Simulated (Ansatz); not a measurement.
Reaction (formal exchange of groups at a C–Sn bond): `C=[CH][SnH2][CH]=C` + acetylene → `C#CC=C` + `C=[CH][SnH3]`

Computed with Ansatz on PBE0-D4/def2-TZVP structures; ΔE is electronic, products minus reactants. CCSD(T)/CBS is the MP2 limit (def2-TZVPP, def2-QZVPP) plus CCSD(T) − MP2 in def2-TZVPP, frozen cores. This one scheme is used for every species. Functionals use def2-TZVPP. def2 core potentials past Kr. For Sn outer-core shells are correlated without core-valence functions, which leaves a few kJ/mol of doubt a bond. Each species was taken in one conformer, which may not be the lowest.

CCSD(T)/CBS gives -5.4 kJ/mol.

(1) Another level gave -31.8 kJ/mol. Which?
A. HF/def2-TZVPP
B. MP2/def2-TZVPP
C. ωB97M-V/def2-TZVPP
D. PBE/def2-TZVPP

Largest T1 diagnostic among the species: 0.013.

Answers

(1) D. PBE -31.8, HF/def2-TZVPP -20.9, MP2/def2-TZVPP -8.6, ωB97M-V -13.9 kJ/mol.

In def2-TZVPP, CCSD(T) changes the Hartree–Fock value by +11.5 kJ/mol (the triples alone add +0.6 kJ/mol) and MP2 by +12.3 kJ/mol. The D4 term adds +5.5 kJ/mol with B3LYP and +3.3 kJ/mol with PBE0; it sums over pairs of atoms, weighted by their polarisabilities, and B3LYP, whose exchange is more repulsive, gets the larger term.

B3LYP here is the variant with VWN-RPA as its local correlation; programs differ in this.
